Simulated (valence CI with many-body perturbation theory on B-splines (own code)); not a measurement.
The numbers below are computed, except where a source is named.
# Er³⁶⁺: magnetic and hyperfine properties of the levels

Level of theory: configuration interaction combined with many-body perturbation theory (CI+MBPT): four valence electrons over a frozen Dirac-Fock core [Ar] 3d10, a basis of 11 s, 11 p, 10 d, 8 f, 5 g, 2 h functions for each j, with the one-electron correlation potential Σ1 (screened to all orders), the two-electron term Σ2, the three-electron term Σ3, Breit, model QED; selected single and double excitations, second order for the rest, scaled by the run's own slope (own B-spline code, finite nucleus).

The last digits are not significant, and no measured levels were compared; by estimate large intervals hold to a few tenths of a per cent, small ones and those within an open d or f shell to about a per cent. Among the levels kept, up to 390 cm⁻¹ of a level comes from second order outside the variational space, and about a tenth of that is noise between levels of different J, which matters for small intervals.

A/g_I is the dipole constant over the nuclear g factor μ/I (μ in nuclear magnetons, uniformly magnetised nucleus), B/Q the quadrupole constant per barn. Both hold the static response of the core; the bare values leave it out. Large factors of s and p1/2 electrons are usually good to 5 to 10 %; those of open d and f shells near neutrality can be off by tens of per cent, and small factors of p3/2, d and f electrons come from cancelling terms and can be off by a factor of two or in sign, in half-filled shells by more. B is blank for J = 1/2, where it vanishes, and for nearly pure S terms. Energies count from the lowest level. Levels with J = 0 are left out.

Levels are named by their leading jj configuration (3d3/2^4 stands for four electrons in 3d with j = 3/2), which in mixed levels can hold well under half, so a name can repeat and another be missing. Letters in brackets count levels of one name in rising energy.

```tsv
Level	E (cm⁻¹)	g	A/g_I (MHz)	A/g_I bare	B/Q (MHz/b)	B/Q bare
(4s^2 4p1/2 4p3/2) J=1	458140	1.498	-28100	-27500	40300	38800
(4s^2 4p1/2 4p3/2) J=2	488480	1.185	110000	106000	67800	65400
(4s^2 4p3/2^2) J=2	969490	1.308	42200	40500	12700	12200
(4s 4p1/2^2 4p3/2) J=2	1112600	1.601	274000	264000	67700	65200
(4s 4p1/2^2 4p3/2) J=1	1216800	1.027	-185000	-178000	56800	54800
(4s^2 4p1/2 4d3/2) J=2	1520600	0.810	82200	79800	9330	9220
(4s 4p1/2 4p3/2^2) J=2 [a]	1531300	1.512	181000	175000	25800	24900
(4s 4p1/2 4p3/2^2) J=3	1589600	1.308	215000	207000	-10100	-9630
(4s^2 4p1/2 4d3/2) J=1	1639100	0.997	-90000	-86400	-8040	-7640
(4s^2 4p1/2 4d5/2) J=2	1706300	1.111	-38700	-37000	6630	6520
(4s 4p1/2 4p3/2^2) J=1 [a]	1711900	1.240	448000	432000	-48600	-46900
(4s^2 4p1/2 4d5/2) J=3	1720600	1.130	86200	83500	26000	25300
(4s 4p1/2 4p3/2^2) J=2 [b]	1748900	1.231	30000	29300	1840	1780
(4s 4p1/2 4p3/2^2) J=1 [b]	1749400	1.282	-55000	-52900	29300	28200
(4s 4p3/2^3) J=2	2075900	1.377	166000	161000	-58800	-56700
(4s^2 4p3/2 4d3/2) J=1	2097300	1.143	14000	13600	-31200	-30200
(4s^2 4p3/2 4d3/2) J=2	2098000	1.020	26200	25300	-13400	-12900
(4s^2 4p3/2 4d3/2) J=3	2116000	1.142	33300	32500	66000	63800
(4s^2 4p3/2 4d5/2) J=4	2130300	1.247	20500	20000	97900	94600
(4s 4p1/2^2 4d3/2) J=1	2187900	0.388	-215000	-207000	6560	6440
(4s 4p1/2^2 4d3/2) J=2	2205800	1.183	226000	218000	11200	11000
(4s^2 4p3/2 4d5/2) J=1 [a]	2238500	1.278	-108000	-103000	-14300	-13800
(4s^2 4p3/2 4d5/2) J=2	2252900	1.311	127000	123000	-64600	-62300
(4s^2 4p3/2 4d5/2) J=3	2266400	1.156	23000	22500	18500	18100
(4s^2 4p3/2 4d5/2) J=1 [b]	2328500	1.008	-77500	-74400	-2030	-1840
(4p1/2^2 4p3/2^2) J=2	2330800	1.232	-37900	-35900	-9950	-9520
(4s 4p1/2^2 4d5/2) J=3	2331400	1.369	163000	158000	13600	13300
(4s 4p1/2^2 4d5/2) J=2	2451000	1.046	-41700	-39800	31400	30500
(4s 4p1/2 4p3/2 4d3/2) J=1 [a]	2594300	1.200	126000	122000	-39400	-38000
(4s 4p1/2 4p3/2 4d3/2) J=2 [a]	2599100	1.129	100000	97100	-26700	-25800
(4s 4p1/2 4p3/2 4d3/2) J=3 [a]	2612600	1.165	140000	136000	9510	9260
(4s 4p1/2 4p3/2 4d3/2) J=4	2656300	1.215	168000	162000	44900	43500
(4s 4p1/2 4p3/2 4d5/2) J=4 [a]	2688800	1.399	110000	107000	98000	94600
(4s 4p1/2 4p3/2 4d3/2) J=2 [b]	2708400	0.892	86900	84000	-44100	-42500
```

Q: Take the isotope of mass number 167, with I = 7/2, μ = -0.5623 μN, leaving out the quadrupole term. What is the hyperfine structure of (4s 4p1/2 4p3/2^2) J=2 [a]?

A: From the table A = -29100 MHz. Shifts from the centre of gravity in MHz: F = 3/2: 262000, F = 5/2: 189000, F = 7/2: 87300, F = 9/2: -43600, F = 11/2: -204000.
